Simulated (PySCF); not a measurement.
Gas-phase XPS of `CNBSC`, computed

C2H8BNS.
Geometry (PBE0-D3(BJ)/def2-SVP, Å), atoms numbered from 1 in this order:
```
atom  x, y, z in Å
C1    -2.613   -0.144   -0.106
N2    -1.273   -0.599   -0.376
B3    -0.094   -0.008    0.079
S4     1.516   -0.705   -0.377
C5     2.666    0.390    0.504
H6    -2.573    0.742    0.542
H7    -3.150    0.138   -1.028
H8    -3.215   -0.911    0.411
H9    -1.223   -1.429   -0.957
H10   -0.146    0.978    0.779
H11    2.496    1.441    0.235
H12    3.682    0.105    0.200
H13    2.575    0.268    1.592
```

Theory: delta-SCF UKS SCAN, pcX-2 on the ionised atom, pcseg-1 elsewhere, spin-free X2C (PySCF). Vertical ΔSCF values, vacuum level as zero.

**Question.** Give the core binding energies atom by atom.

**Answer.** 
| atom(s) | bonded to | level | binding energy (eV) | above the level's lowest (eV) | count |
| --- | --- | --- | --- | --- | --- |
| C1 | N and 3 H | C 1s | 291.79 | +0.68 | 1 |
| N2 | C, H and B | N 1s | 404.93 | 0.00 | 1 |
| B3 | N, S and H | B 1s | 195.41 | 0.00 | 1 |
| S4 | C and B | S 1s | 2476.39 | 0.00 | 1 |
| C5 | S and 3 H | C 1s | 291.11 | 0.00 | 1 |

The listed C 1s values span 0.68 eV, from C5 (bonded to S and 3 H) to C1 (bonded to N and 3 H).

**Question.** What is the longest wavelength that can ionise B 1s of B3 vertically?

**Answer.** λ = hc/E = 12398.42 eV Å / 195.41 eV = 63.448 Å.

Not every level is listed. One conformer (not necessarily the lowest) at the PBE0-D3(BJ)/def2-SVP geometry, without solvent, vibrations or thermal averaging.

The run took 62 s on one thread of an Arm Neoverse N1, on a shared host, and the process peaked at 0.55 GiB of memory.
